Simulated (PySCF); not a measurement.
Molecule: Te(SeH)(SiMe3), SMILES [Te]([Si](C)(C)C)[SeH], singlet. Atoms near the plane z = 0.6 Å, at the GFN2-xTB optimised geometry (x, y, z in Å): Te1 (-1.6, 1.7, 0.0), Si4 (-0.7, -0.7, 0.0), C6 (-1.4, -1.5, 1.6), C7 (1.2, -0.7, 0.0), H11 (-2.5, -1.4, 1.6), H13 (-1.2, -2.5, 1.6), H14 (1.6, -0.2, 0.9), H16 (1.6, -1.7, -0.1).

Level of theory: PBE0/def2-TZVP, def2 effective core potentials past Kr in PySCF. The core electrons that the potentials of Te replace are not part of the density. The values are rescaled to run from 0 to 1.

```
|:::::::::....::::::::::::::::::|
|::::::::.......::::::::::::::::|
|::::::::........:::::::::::::::|
|::--::::..   ....::::::::::::::|
|------::..    ...::::::::::::::|
|--------:.     ...:::::::::::::|
|---===+=-:.    ...:::::::::::::|
|--==+***+=:.   ...:::::::::::::|
|-==+*#%#+--:.  ...:::::::::::::|
|-=++*%@%+-=-.. ...:::::::::::::|
|-=+*#%@@%*+=:.....:::::::::::::|
|-=++*%@@@%*=-:...::::::::::::::|
|-==+*#%@%%*=-:..:::::::::::::::|
|-==++*####+=-::::::::::::::::::|
|--==++***++=-::::::::::::::::::|
|--===+++++=--::::::::::::::::::|
|---========--::::---:::::::::::|
|-----------::::::---:::::::::::|
|---------:::.:::----:::::::::::|
|------:::.....::---::::::::::::|
|::-:::::......:::-:::::::::::::|
|::::::::.....::::::::::::::::::|
|:::::::::...:::::::::::::::::::|
|:::::::::::::::::::::::::::::::|
|:::::::::::::::::::::::::::::::|
|:::::::::::::::::::::::::::::::|
|:::::::::::::::::::::::::::::::|
|:::::::::::::::::::::::::::::::|
|:::::::::::::::::::::::::::::::|
|:::::::::::::::::::::::::::::::|
|:::::::::::::::::::::::::::::::|
```
Scale: ten equal steps from 0.000 (start of ' ') to 1.00 (end of '@'), in the order ' .:-=+*#%@'; x runs from -4.00 to 4.00, y from -4.00 (bottom) to 4.00 (top).

Problem. Which quantity is mapped?
A) electrostatic potential
B) Laplacian of the electron density
C) an orbital amplitude
D) deformation density (molecule minus spherical neutral atoms)

Solution. C, an orbital amplitude. In full: LUMO amplitude (bohr^(-3/2)).
